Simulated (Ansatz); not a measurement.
Ansatz (a quantum-chemistry and plane-wave program) input file for F4H2SSi2, SMILES F[Si](F)(S[SiH2]F)F, PBE-D3(BJ)/def2-SVP. 

Ansatz 0.2 input:
```yaml
crystal:
  periodic: [false, false, false]
  atoms:
    - {symbol: Si, position_ang: [1.80044766, 0.31287151, 1.01920506]}
    - {symbol: F, position_ang: [2.19071668, -1.22649454, 0.69524532]}
    - {symbol: S, position_ang: [0.59536023, 1.12139415, -0.58758514]}
    - {symbol: Si, position_ang: [-1.11590372, -0.09200875, -0.39182038]}
    - {symbol: F, position_ang: [-2.44232915, 0.79326297, -0.24389003]}
    - {symbol: F, position_ang: [-0.99810012, -1.02635169, 0.91104007]}
    - {symbol: F, position_ang: [-1.33009887, -1.04395893, -1.66039648]}
    - {symbol: H, position_ang: [1.08579495, 0.35213802, 2.31124351]}
    - {symbol: H, position_ang: [3.02312910, 1.14535651, 0.98874298]}
basis:
  gaussian:
    orbitals: def2-SVP
hamiltonian:
  xc: pbe
  dispersion: d3bj
relax: {f_tol: 0.002, max_steps: 200}
```

Program output:

```
WARN ansatz: RAYON_NUM_THREADS=1 ignored (pool sized by the plan → 1); use --threads N
Functional definition: PBE
integrals: 0.07 GiB planned
1305 factors; their error is unknown
mean field: 0.34 GiB planned
mean field evaluation 1: about -37453.3795 eV, gradient 5.8e1 eV
mean field evaluation 2: about -37437.5049 eV, gradient 1.2e2 eV
mean field evaluation 4: about -37458.6193 eV, gradient 5.0e0 eV
mean field evaluation 8: about -37458.5639 eV, gradient 1.3e-1 eV
mean field evaluation 16: about -37458.5639 eV, gradient 1.5e-5 eV
mean field -37458.56389811 eV, -1376.5768329288 hartree, gradient 1.5e-5 eV, S^2 0.000000; 0 other end points of the search recorded, 0 dependent functions left out
the calculation of the forces begins
reference -37458.56393118 eV, -1376.5768341445 hartree; 41, 41 occupied and 79, 79 virtual orbitals, 1305 factors
relax step   1: F+E_penalty+E_count = -37458.80564550 eV  Δ(F+E_penalty+E_count) = +0.000e0 eV  max|allowed force component| = 3.941e-1 eV/Å  Δτ_max = 0.0000 Å  (26 SCF iters, accepted)
these checks for a lower state are left out or cut short: starts, cluster_reference, orbital_swaps, neighbouring_geometries, increment
integrals: 0.07 GiB planned
1305 factors; their error is unknown
mean field: 0.34 GiB planned
mean field -37458.57610147 eV, -1376.5772813942 hartree, gradient 9.1e-6 eV, S^2 0.000000; 0 other end points of the search recorded, 0 dependent functions left out
the calculation of the forces begins
reference -37458.57613446 eV, -1376.5772826065 hartree; 41, 41 occupied and 79, 79 virtual orbitals, 1305 factors
relax step   2: F+E_penalty+E_count = -37458.81787210 eV  Δ(F+E_penalty+E_count) = -1.223e-2 eV  max|allowed force component| = 2.172e-1 eV/Å  Δτ_max = 0.0191 Å  (29 SCF iters, accepted)
these checks for a lower state are left out or cut short: starts, cluster_reference, orbital_swaps, neighbouring_geometries, increment
integrals: 0.07 GiB planned
1305 factors; their error is unknown
mean field: 0.34 GiB planned
mean field -37458.58079797 eV, -1376.5774539875 hartree, gradient 2.7e-5 eV, S^2 0.000000; 0 other end points of the search recorded, 0 dependent functions left out
the calculation of the forces begins
reference -37458.58083096 eV, -1376.5774551997 hartree; 41, 41 occupied and 79, 79 virtual orbitals, 1305 factors
relax step   3: F+E_penalty+E_count = -37458.82214686 eV  Δ(F+E_penalty+E_count) = -4.275e-3 eV  max|allowed force component| = 5.723e-2 eV/Å  Δτ_max = 0.0206 Å  (29 SCF iters, accepted)
these checks for a lower state are left out or cut short: starts, cluster_reference, orbital_swaps, neighbouring_geometries, increment
integrals: 0.07 GiB planned
1305 factors; their error is unknown
mean field: 0.34 GiB planned
mean field evaluation 32: about -37458.6855 eV, gradient 3.4e-1 eV
mean field -37458.58099358 eV, -1376.5774611759 hartree, gradient 1.2e-5 eV, S^2 0.000000; 0 other end points of the search recorded, 0 dependent functions left out
the calculation of the forces begins
reference -37458.58102654 eV, -1376.5774623872 hartree; 41, 41 occupied and 79, 79 virtual orbitals, 1305 factors
relax step   4: F+E_penalty+E_count = -37458.82236972 eV  Δ(F+E_penalty+E_count) = -2.229e-4 eV  max|allowed force component| = 1.309e-2 eV/Å  Δτ_max = 0.0044 Å  (29 SCF iters, accepted)
these checks for a lower state are left out or cut short: starts, cluster_reference, orbital_swaps, neighbouring_geometries, increment
integrals: 0.07 GiB planned
1305 factors; their error is unknown
mean field: 0.34 GiB planned
mean field -37458.58104861 eV, -1376.5774631984 hartree, gradient 2.6e-5 eV, S^2 0.000000; 0 other end points of the search recorded, 0 dependent functions left out
the calculation of the forces begins
reference -37458.58108157 eV, -1376.5774644093 hartree; 41, 41 occupied and 79, 79 virtual orbitals, 1305 factors
relax step   5: F+E_penalty+E_count = -37458.82245844 eV  Δ(F+E_penalty+E_count) = -8.873e-5 eV  max|allowed force component| = 7.823e-3 eV/Å  Δτ_max = 0.0125 Å  (29 SCF iters, accepted)
these checks for a lower state are left out or cut short: starts, cluster_reference, orbital_swaps, neighbouring_geometries, increment
integrals: 0.07 GiB planned
1305 factors; their error is unknown
mean field: 0.34 GiB planned
mean field -37458.58122672 eV, -1376.5774697437 hartree, gradient 2.6e-5 eV, S^2 0.000000; 0 other end points of the search recorded, 0 dependent functions left out
the calculation of the forces begins
reference -37458.58125966 eV, -1376.5774709543 hartree; 41, 41 occupied and 79, 79 virtual orbitals, 1305 factors
[...]
mean field -37458.58154936 eV, -1376.5774816006 hartree, gradient 2.6e-5 eV, S^2 0.000000; 0 other end points of the search recorded, 0 dependent functions left out
the calculation of the forces begins
reference -37458.58158234 eV, -1376.5774828124 hartree; 41, 41 occupied and 79, 79 virtual orbitals, 1305 factors
relax step   8: F+E_penalty+E_count = -37458.82267560 eV  Δ(F+E_penalty+E_count) = -6.721e-5 eV  max|allowed force component| = 2.620e-2 eV/Å  Δτ_max = 0.0237 Å  (27 SCF iters, accepted)
these checks for a lower state are left out or cut short: starts, cluster_reference, orbital_swaps, neighbouring_geometries, increment
integrals: 0.07 GiB planned
1305 factors; their error is unknown
mean field: 0.34 GiB planned
mean field -37458.58151105 eV, -1376.5774801927 hartree, gradient 2.6e-5 eV, S^2 0.000000; 0 other end points of the search recorded, 0 dependent functions left out
the calculation of the forces begins
reference -37458.58154406 eV, -1376.5774814056 hartree; 41, 41 occupied and 79, 79 virtual orbitals, 1305 factors
relax step   9: F+E_penalty+E_count = -37458.82271328 eV  Δ(F+E_penalty+E_count) = -3.768e-5 eV  max|allowed force component| = 2.471e-2 eV/Å  Δτ_max = 0.0208 Å  (27 SCF iters, accepted)
these checks for a lower state are left out or cut short: starts, cluster_reference, orbital_swaps, neighbouring_geometries, increment
integrals: 0.07 GiB planned
1305 factors; their error is unknown
mean field: 0.34 GiB planned
mean field -37458.58157799 eV, -1376.5774826527 hartree, gradient 2.6e-5 eV, S^2 0.000000; 0 other end points of the search recorded, 0 dependent functions left out
the calculation of the forces begins
reference -37458.58161102 eV, -1376.5774838664 hartree; 41, 41 occupied and 79, 79 virtual orbitals, 1305 factors
relax step  10: F+E_penalty+E_count = -37458.82274335 eV  Δ(F+E_penalty+E_count) = -3.008e-5 eV  max|allowed force component| = 1.974e-2 eV/Å  Δτ_max = 0.0088 Å  (29 SCF iters, accepted)
these checks for a lower state are left out or cut short: starts, cluster_reference, orbital_swaps, neighbouring_geometries, increment
integrals: 0.07 GiB planned
1305 factors; their error is unknown
mean field: 0.34 GiB planned
mean field -37458.58162627 eV, -1376.5774844269 hartree, gradient 1.0e-5 eV, S^2 0.000000; 0 other end points of the search recorded, 0 dependent functions left out
the calculation of the forces begins
reference -37458.58165929 eV, -1376.5774856402 hartree; 41, 41 occupied and 79, 79 virtual orbitals, 1305 factors
relax step  11: F+E_penalty+E_count = -37458.82277370 eV  Δ(F+E_penalty+E_count) = -3.034e-5 eV  max|allowed force component| = 1.356e-2 eV/Å  Δτ_max = 0.0052 Å  (23 SCF iters, accepted)
these checks for a lower state are left out or cut short: starts, cluster_reference, orbital_swaps, neighbouring_geometries, increment
integrals: 0.07 GiB planned
1305 factors; their error is unknown
mean field: 0.34 GiB planned
mean field -37458.58159648 eV, -1376.5774833322 hartree, gradient 2.5e-5 eV, S^2 0.000000; 0 other end points of the search recorded, 0 dependent functions left out
the calculation of the forces begins
reference -37458.58162950 eV, -1376.5774845455 hartree; 41, 41 occupied and 79, 79 virtual orbitals, 1305 factors
relax step  12: F+E_penalty+E_count = -37458.82278404 eV  Δ(F+E_penalty+E_count) = -1.035e-5 eV  max|allowed force component| = 8.903e-3 eV/Å  Δτ_max = 0.0011 Å  (20 SCF iters, accepted)
these checks for a lower state are left out or cut short: starts, cluster_reference, orbital_swaps, neighbouring_geometries, increment
integrals: 0.07 GiB planned
1305 factors; their error is unknown
mean field: 0.34 GiB planned
mean field -37458.58159957 eV, -1376.5774834458 hartree, gradient 7.4e-5 eV, S^2 0.000000; 0 other end points of the search recorded, 0 dependent functions left out
the calculation of the forces begins
reference -37458.58163259 eV, -1376.5774846593 hartree; 41, 41 occupied and 79, 79 virtual orbitals, 1305 factors
relax step  13: F+E_penalty+E_count = -37458.82279056 eV  Δ(F+E_penalty+E_count) = -6.519e-6 eV  max|allowed force component| = 1.749e-3 eV/Å  Δτ_max = 0.0019 Å  (20 SCF iters, accepted)
these checks for a lower state are left out or cut short: starts, cluster_reference, orbital_swaps, neighbouring_geometries, increment
integrals: 0.07 GiB planned
1305 factors; their error is unknown
mean field: 0.34 GiB planned
mean field evaluation 96: about -37458.5815 eV, gradient 2.0e-1 eV
mean field -37458.58160516 eV, -1376.5774836510 hartree, gradient 2.0e-5 eV, S^2 0.000000; 0 other end points of the search recorded, 0 dependent functions left out
the calculation of the forces begins
reference -37458.58163819 eV, -1376.5774848648 hartree; 41, 41 occupied and 79, 79 virtual orbitals, 1305 factors
relax step  14: F+E_penalty+E_count = -37458.82279221 eV  Δ(F+E_penalty+E_count) = -1.647e-6 eV  max|allowed force component| = 2.111e-3 eV/Å  Δτ_max = 0.0032 Å  (22 SCF iters, accepted)
these checks for a lower state are left out or cut short: starts, cluster_reference, orbital_swaps, neighbouring_geometries, increment
integrals: 0.07 GiB planned
1305 factors; their error is unknown
mean field: 0.34 GiB planned
mean field -37458.58161455 eV, -1376.5774839962 hartree, gradient 8.4e-6 eV, S^2 0.000000; 0 other end points of the search recorded, 0 dependent functions left out
the calculation of the forces begins
reference -37458.58164759 eV, -1376.5774852102 hartree; 41, 41 occupied and 79, 79 virtual orbitals, 1305 factors
relax step  15: F+E_penalty+E_count = -37458.82279335 eV  Δ(F+E_penalty+E_count) = -1.140e-6 eV  max|allowed force component| = 2.363e-3 eV/Å  Δτ_max = 0.0039 Å  (24 SCF iters, accepted)
these checks for a lower state are left out or cut short: starts, cluster_reference, orbital_swaps, neighbouring_geometries, increment
integrals: 0.07 GiB planned
1305 factors; their error is unknown
mean field: 0.34 GiB planned
mean field -37458.58161066 eV, -1376.5774838530 hartree, gradient 8.9e-6 eV, S^2 0.000000; 0 other end points of the search recorded, 0 dependent functions left out
the calculation of the forces begins
reference -37458.58164370 eV, -1376.5774850672 hartree; 41, 41 occupied and 79, 79 virtual orbitals, 1305 factors
relax step  16: F+E_penalty+E_count = -37458.82279384 eV  Δ(F+E_penalty+E_count) = -4.891e-7 eV  max|allowed force component| = 1.146e-3 eV/Å  Δτ_max = 0.0022 Å  (22 SCF iters, accepted)
integrals: 0.07 GiB planned
1305 factors; their error is unknown
mean field: 0.34 GiB planned
mean field evaluation 128: about -37458.5816 eV, gradient 6.3e-4 eV
mean field -37458.58161066 eV, -1376.5774838530 hartree, gradient 8.9e-6 eV, S^2 0.000000; 1 other end points of the search recorded, 0 dependent functions left out
the calculation of the forces begins
reference -37458.58164370 eV, -1376.5774850672 hartree; 41, 41 occupied and 79, 79 virtual orbitals, 1305 factors
Total energy: -37458.82282688 eV, -1376.5863483857 hartree
Atom 0 at     1.791642     0.312279     1.017816 Å, force     0.000117     0.000107     0.000144 eV/Å
Atom 1 at     2.246465    -1.234137     0.761079 Å, force     0.000084     0.000045     0.000103 eV/Å
Atom 2 at     0.641856     1.057102    -0.663604 Å, force    -0.000353    -0.000328     0.000500 eV/Å
Atom 3 at    -1.107922    -0.099516    -0.400765 Å, force     0.000083     0.001146    -0.000664 eV/Å
Atom 4 at    -2.403561     0.829713    -0.149314 Å, force     0.000364    -0.000247    -0.000028 eV/Å
Atom 5 at    -0.955059    -1.085486     0.876156 Å, force    -0.000223    -0.000529    -0.000164 eV/Å
Atom 6 at    -1.422216    -1.004833    -1.697893 Å, force     0.000097    -0.000111     0.000696 eV/Å
Atom 7 at     1.014909     0.374201     2.289874 Å, force     0.000146     0.000070    -0.000489 eV/Å
Atom 8 at     3.002903     1.186886     1.008435 Å, force    -0.000315    -0.000153    -0.000098 eV/Å
Dipole moment:     0.223091     0.266308     0.204153 e Å
```

The run converged.
